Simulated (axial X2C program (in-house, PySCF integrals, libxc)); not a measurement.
## ClTeCl⁻: properties at the nuclei

Calculated with an in-house all-electron X2C program for linear molecules (integrals from PySCF): two-component X2C with atomic mean-field Coulomb and Gaunt terms, Gaussian nuclei, basis Cl dyall-av3z, Te dyall-v3z with contracted cores.

Cl–Te–Cl held linear, with bonds 2.581 and 2.581 Å (near the PBE0 minimum at charge -1 of the determinant lowest at the starting distance; the state shown can have its own minimum elsewhere, held linear; other orders of the atoms were not compared).

Input and command:
```json
{"zs": [17, 52, 17], "q": -1, "bas": ["dyall-av3z", "dyall-v3z", "dyall-av3z"], "r0": [2.35, 2.35], "symm": 1, "scan": ["PBE0", "HF", "PBE"], "levels": ["PBE0", "HF", "B3LYP"], "nst": 2}
```
```bash
python solin.py task.json out
```

Keys: zs atomic numbers; q charge; bas basis sets; r0 starting distance in Å; symm equal bonds; scan levels of the two-bond scan; levels methods; nst determinants followed.

Determinant lowest in the PBE0 search, Ω = 3/2 (⟨Sz⟩ = 0.50, ⟨Lz⟩ = 1.00 at PBE0), spin on the atoms Cl 0.02, Te 0.47, Cl 0.02:

| level | A∥/gI Cl (MHz) | qzz Cl (a.u.) | A∥/gI Te (MHz) | qzz Te (a.u.) |
| --- | --- | --- | --- | --- |
| PBE0 | 27.8 | 1.46 | 475 | 11.63 |
| HF | 14.1 | 1.30 | 400 | 13.99 |
| B3LYP | 30.9 | 1.42 | 507 | 11.68 |

Determinant 0.49 eV from it at PBE0 and this distance, Ω = 1/2 (⟨Sz⟩ = -0.49, ⟨Lz⟩ = 0.99 at PBE0), spin on the atoms Cl -0.02, Te -0.45, Cl -0.02:

| level | A∥/gI Cl (MHz) | qzz Cl (a.u.) | A∥/gI Te (MHz) | qzz Te (a.u.) |
| --- | --- | --- | --- | --- |
| PBE0 | 139 | 1.45 | 4010 | 11.05 |
| HF | 83.4 | 1.33 | 4650 | 13.24 |
| B3LYP | 150 | 1.40 | 3910 | 11.13 |

A∥ (defined per Ω) follows by multiplying with gI = μI/(I μN); qzz is the electric field gradient, eQq0 = 234.96 MHz × Q/barn × qzz. The operators were transformed with the bare-nucleus X2C matrices; with these basis sets, hyperfine constants and field gradients can be off by tens of per cent, and where levels differ in sign neither size nor sign is settled.

Q: With Q(35Cl) = -0.08112 barn, gI(125Te) = -1.7770 (g factors from the IAEA table of nuclear moments by Stone; Q from Pyykkö, Mol. Phys. 2018), turn the PBE0 values of the first state into constants in MHz.

A: eQq0(35Cl) = 234.96 × (-0.08112) × (1.46) = -27.8 MHz; A∥(125Te) = 475 × -1.7770 = -844 MHz.

The molecule was held linear; bending was not examined, so a bent shape may lie lower.

Each state is one determinant with collinear spin. Unrestricted Hartree–Fock can overshoot spin polarisation at the nuclei. For an anion, determinants above electron detachment, or with a positive highest level, are held by the basis set. The search compared states at one distance, so a state with another bond length can lie lower. Where a field gradient or hyperfine factor spreads by more than a factor of two over the levels, a constant derived from it is not to be relied on. PBE0 term energies can be off by some tenths of an eV.
